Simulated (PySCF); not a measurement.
Input for PySCF: R-MP2/6-31G* on ethylmethylamine (SMILES CCNC), a point of a torsion scan.

```python
from pyscf import gto, scf, dft, mp
from pyscf.data.elements import chemcore

mol = gto.M(
    atom='''
    C     1.77348843    0.57097043   -0.04097274
    C     0.53764296   -0.24133233    0.31839770
    N    -0.60256565    0.20153582   -0.46176539
    C    -1.81336407   -0.53326192   -0.16744305
    H     2.60661587    0.29409353    0.59976726
    H     1.56651130    1.63010810    0.08442041
    H     2.05886868    0.39534820   -1.07634694
    H     0.74689583   -1.31901090    0.18114947
    H     0.28859618   -0.08602431    1.37318134
    H    -0.38408558    0.12014073   -1.45123003
    H    -1.71627114   -1.62095939   -0.31517623
    H    -2.08434013   -0.35562571    0.87394063
    H    -2.61641709   -0.16437145   -0.80299984
    ''',
    basis='6-31g*',
    cart=True,
    charge=0, spin=0, verbose=3, max_memory=1800)
mf = scf.RHF(mol)
mf.conv_tol = 1e-8
mf.max_cycle = 100
mf.kernel()
if not mf.converged:
    mf = mf.newton().run(mf.mo_coeff, mf.mo_occ)
pt = mp.MP2(mf, frozen=chemcore(mol)).run()
```

Output:

```
converged SCF energy = -173.275824524775
E(RMP2) = -173.83356918468  E_corr = -0.557744659905813
E(SCS-RMP2) = -173.830760467976  E_corr = -0.554935943201441
```

Self-consistency was reached.

Cost: about 0.7 core-seconds (a rough figure).
